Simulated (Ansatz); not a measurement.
```
atom    x (Å)    y (Å)    z (Å)
  Cl   0.0037   0.0093  -2.0974
  Zn  -0.0048   0.0080   0.0036
  Cl   0.0014  -0.0078   2.1031
```

Basis set: cc-pVTZ (spherical functions). Correlated methods keep 15 orbitals frozen. Charge 0, multiplicity 1.

Computed with Ansatz (development build ahead of 0.2.0); each method stands on the lowest determinant of its kind that the runs found. Restricted open shells among the atoms or ions are ROHF, correlated in semicanonical orbitals with singles.

The atomization energy at this shape (free ground-state atoms in the same class of orbitals less the molecule, no zero-point energy) of singlet ZnCl₂:

```json
{"method": "RHF", "atomization energy": "128.81 kcal/mol"}
```

What does RHF-MP2 give?

157.48 kcal/mol.
